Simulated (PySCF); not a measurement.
J couplings in C4H12Ge2

Molfile (atoms numbered from 1):
```
C4H12Ge2
     RDKit          3D

 18 18  0  0  0  0  0  0  0  0999 V2000
   -2.3403    0.2870   -0.4232 Ge  0  0  0  0  0  4  0  0  0  0  0  0
   -1.3939   -1.3215    0.1630 C   0  0  0  0  0  0  0  0  0  0  0  0
    0.2681   -0.9782    1.1394 Ge  0  0  0  0  0  4  0  0  0  0  0  0
    1.4504    0.1645    0.1123 C   0  0  0  0  0  0  0  0  0  0  0  0
    1.2646    1.6610    0.1518 C   0  0  0  0  0  0  0  0  0  0  0  0
    2.4587    1.0435    0.8051 C   0  0  0  0  0  0  0  0  0  0  0  0
   -3.6985   -0.0901   -1.0510 H   0  0  0  0  0  0  0  0  0  0  0  0
   -2.5965    1.2209    0.7768 H   0  0  0  0  0  0  0  0  0  0  0  0
   -1.5095    1.0488   -1.4723 H   0  0  0  0  0  0  0  0  0  0  0  0
   -1.1682   -1.9358   -0.7233 H   0  0  0  0  0  0  0  0  0  0  0  0
   -2.0663   -1.9137    0.8039 H   0  0  0  0  0  0  0  0  0  0  0  0
   -0.0538   -0.2360    2.4569 H   0  0  0  0  0  0  0  0  0  0  0  0
    0.9566   -2.3201    1.4768 H   0  0  0  0  0  0  0  0  0  0  0  0
    1.7644   -0.2463   -0.8532 H   0  0  0  0  0  0  0  0  0  0  0  0
    0.4807    2.0742    0.7950 H   0  0  0  0  0  0  0  0  0  0  0  0
    1.4077    2.2170   -0.7789 H   0  0  0  0  0  0  0  0  0  0  0  0
    2.4987    1.0293    1.8989 H   0  0  0  0  0  0  0  0  0  0  0  0
    3.4345    1.1745    0.3294 H   0  0  0  0  0  0  0  0  0  0  0  0
  1  2  1  0
  2  3  1  0
  3  4  1  0
  4  5  1  0
  5  6  1  0
  6  4  1  0
  1  7  1  0
  1  8  1  0
  1  9  1  0
  2 10  1  0
  2 11  1  0
  3 12  1  0
  3 13  1  0
  4 14  1  0
  5 15  1  0
  5 16  1  0
  6 17  1  0
  6 18  1  0
M  END
```

Couplings: B3LYP/pcJ-1 (pcSseg-1 on Ge) (without the spin–dipole term) in PySCF 2.14, geometry PBE0-D3(BJ)/def2-SVP; gas phase, one conformer, non-relativistic. Couplings are averaged over pairs made equivalent by symmetry, fast rotation or ring inversion, so a value needn't be that of the named pair in this geometry, while other rotamers aren't included; one pair stands for each set, and the list holds a selection of those of at least 1.5 Hz over up to four bonds.

Isotopes: $^{13}$C, $^{1}$H.

```json
{"pair": "C2, H10", "bonds": "1", "J (Hz)": "135.7"}
{"pair": "C4, C5", "bonds": "1", "J (Hz)": "11.8"}
{"pair": "C4, H14", "bonds": "1", "J (Hz)": "163.1"}
{"pair": "C5, C6", "bonds": "1", "J (Hz)": "17.0"}
{"pair": "C5, H15", "bonds": "1", "J (Hz)": "?"}
{"pair": "C5, H16", "bonds": "1", "J (Hz)": "170.3"}
{"pair": "C2, C4", "bonds": "2", "J (Hz)": "4.5"}
{"pair": "C2, H7", "bonds": "2", "J (Hz)": "7.4"}
{"pair": "C2, H12", "bonds": "2", "J (Hz)": "8.9"}
{"pair": "C4, H12", "bonds": "2", "J (Hz)": "9.2"}
{"pair": "C4, H16", "bonds": "2", "J (Hz)": "-2.0"}
{"pair": "C5, H14", "bonds": "2", "J (Hz)": "-2.1"}
{"pair": "C5, H17", "bonds": "2", "J (Hz)": "?"}
{"pair": "C5, H18", "bonds": "2", "J (Hz)": "-1.6"}
{"pair": "H7, H8", "bonds": "2", "J (Hz)": "10.6"}
{"pair": "H10, H11", "bonds": "2", "J (Hz)": "-13.1"}
{"pair": "H12, H13", "bonds": "2", "J (Hz)": "13.6"}
{"pair": "H15, H16", "bonds": "2", "J (Hz)": "?"}
{"pair": "C4, H10", "bonds": "3", "J (Hz)": "3.5"}
{"pair": "C5, H13", "bonds": "3", "J (Hz)": "?"}
{"pair": "H7, H10", "bonds": "3", "J (Hz)": "3.8"}
{"pair": "H10, H12", "bonds": "3", "J (Hz)": "4.7"}
{"pair": "H12, H14", "bonds": "3", "J (Hz)": "?"}
{"pair": "H14, H16", "bonds": "3", "J (Hz)": "?"}
{"pair": "H15, H18", "bonds": "3", "J (Hz)": "?"}
{"pair": "H16, H18", "bonds": "3", "J (Hz)": "?"}
```

Estimate the withheld couplings, with signs.

Answers


- $^{1}J$(C5,H15) = 169.5 Hz (bond length 1.095 Å, sp3 carbon)
- $^{2}J$(C5,H17) = -1.9 Hz (angle at C6 118°)
- $^{2}J$(H15,H16) = -4.6 Hz (angle at C5 114°)
- $^{3}J$(C5,H13) = 4.0 Hz (mean over equivalent pairs that range from 1.5 to 6.6 Hz in this conformer)
- $^{3}J$(H12,H14) = 3.1 Hz (mean over equivalent pairs that range from -1.1 to 7.3 Hz in this conformer)
- $^{3}J$(H14,H16) = 11.1 Hz (dihedral angle 3°)
- $^{3}J$(H15,H18) = 6.0 Hz (dihedral angle 144°)
- $^{3}J$(H16,H18) = 9.8 Hz (dihedral angle 0°)

Relativistic effects of the heavier atoms present are left out.
